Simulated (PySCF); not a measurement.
SMILES S1SSSSSSS1, singlet, CAM-B3LYP/def2-SVP optimised geometry.

```
8

S     -0.12     2.29     2.25
S      1.51     1.66     1.16
S      2.69     0.36     2.25
S      1.79    -1.55     2.01
S      1.31    -1.66     0.00
S     -0.77    -1.66     0.00
S     -1.51     0.28     0.00
S     -1.59     0.77     2.01
```

Density from CAM-B3LYP/def2-TZVP in PySCF at that geometry.

Minimum of the electron density along straight lines between bonded atoms, close to the bond critical point (lines longer than 1.1 times the sum of covalent radii, or with two minima, are not listed):

| bond | length / Å | ρ at the minimum / e bohr⁻³ | ∇²ρ there / e bohr⁻⁵ | position (fraction from the first atom) |
|---|---|---|---|---|
| S1–S2 | 2.058 | 0.150 | -0.13 | 0.50 |
| S2–S3 | 2.058 | 0.150 | -0.13 | 0.50 |
| S3–S4 | 2.128 | 0.133 | -0.09 | 0.50 |
| S4–S5 | 2.072 | 0.147 | -0.12 | 0.50 |
| S5–S6 | 2.082 | 0.144 | -0.11 | 0.50 |
| S6–S7 | 2.082 | 0.144 | -0.11 | 0.50 |
| S1–S8 | 2.128 | 0.133 | -0.09 | 0.50 |
| S7–S8 | 2.072 | 0.147 | -0.12 | 0.50 |
